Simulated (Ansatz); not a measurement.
`C[SiH]1CS1` + HI → `I[SiH]1CS1` + CH₄ at 500 K and 1 bar (ligand exchange at the Si–C bond).

Isolated molecules relaxed with PBE0-D4/def2-TZVP in Ansatz; ΔE leaves out vibrations. CBS: MP2 limit from def2 TZ/QZ plus the TZ coupled-cluster correction, frozen cores. This one scheme is used for every species. def2 core potentials past Kr. For I outer-core shells are correlated without core-valence functions, which leaves a few kJ/mol of doubt a bond.

```json
{"species": "`C[SiH]1CS1`", "CCSD(T)/CBS energy (Eh)": "-766.58382", "H − E (kJ/mol)": "234.4", "S (J/(mol·K))": "374.2"}
{"species": "HI", "CCSD(T)/CBS energy (Eh)": "-298.03592", "H − E (kJ/mol)": "28.6", "S (J/(mol·K))": "221.6"}
{"species": "`I[SiH]1CS1`", "CCSD(T)/CBS energy (Eh)": "-1024.19180", "H − E (kJ/mol)": "135.7", "S (J/(mol·K))": "379.4"}
{"species": "CH₄", "CCSD(T)/CBS energy (Eh)": "-40.46206", "H − E (kJ/mol)": "135.6", "S (J/(mol·K))": "206.8"}
```

H − E and S are ideal-gas, rigid-rotor, harmonic terms from PBE0-D4/def2-TZVP, for one conformer and one mirror image of each species. 1 Eh = 2625.50 kJ/mol, R = 8.31446 J/(mol·K).

Question: By hand: ΔE, ΔH, ΔS and ΔG.

Answer: ΔE = (-1024.19180) + (-40.46206) − (-766.58382) − (-298.03592) = -0.03412 Eh = -89.6 kJ/mol. Δ(H − E) = 135.7 + 135.6 − 234.4 − 28.6 = 8.3, so ΔH = -81.3 kJ/mol. ΔS = 379.4 + 206.8 − 374.2 − 221.6 = -9.6 J/(mol·K). ΔG = -81.3 − 500 × (-9.6)/1000 = -76.5 kJ/mol.

Question: By hand: the equilibrium constant, and the temperature at which ΔG would vanish if ΔH and ΔS stayed fixed.

Answer: log₁₀ K = −ΔG/(RT ln 10) = 8.0. ΔG = 0 at ΔH/ΔS = 8469 K, far beyond where these terms or the molecules hold.

The number of gas molecules stays the same, so ΔS is small and ΔH decides. A doubt of 5 kJ/mol in ΔE shifts log₁₀ K by 0.5 here. Other conformers and mirror images would add mixing entropy, several J/(mol·K) or more a flexible species. These are equilibria of isolated gas molecules and say nothing of rates. Largest T1 diagnostic: 0.011 (customary marks: 0.02 for closed shells, 0.045 for open ones).
